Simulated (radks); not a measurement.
Ne4+, 6 electrons, occupied as [He] 2s1.75 2p2 3s0.25 (fractional occupations, a model configuration). All-electron calculation, Dirac Kohn-Sham, PBE, spin-unpolarised, spherical densities, finite nucleus; open shells are shared between the two j in proportion to 2j + 1; Fermi nuclear charge, rms radius 3.0055 fm. Program: a radial shooting solver on a logarithmic mesh with Libxc functionals.

Unscreened Slater integrals over Kohn-Sham orbitals (cm^-1). Large and small components are both included. Empty in this configuration: 3p1/2.

F0(3s1/2,3s1/2): 95046
F0(3s1/2,2p3/2): 124430
G1(3s1/2,2p3/2): 11889
F0(3s1/2,2p1/2): 124460
G1(3s1/2,2p1/2): 11890
F0(3s1/2,2s1/2): 122990
G0(3s1/2,2s1/2): 9377.0
F0(3s1/2,3p1/2): 93517
G1(3s1/2,3p1/2): 62421
F0(2p3/2,2p3/2): 286350
F2(2p3/2,2p3/2): 134290
F0(2p3/2,2p1/2): 286600
G2(2p3/2,2p1/2): 134300
F0(2p3/2,2s1/2): 271590
G1(2p3/2,2s1/2): 162160
F0(2p3/2,3p1/2): 123030
G2(2p3/2,3p1/2): 12146
F0(2p1/2,2p1/2): 286840
F0(2p1/2,2s1/2): 271790
G1(2p1/2,2s1/2): 162140
F0(2p1/2,3p1/2): 123060
G0(2p1/2,3p1/2): 11573
F0(2s1/2,2s1/2): 261810
F0(2s1/2,3p1/2): 120970
G1(2s1/2,3p1/2): 9156.9
F0(3p1/2,3p1/2): 92162
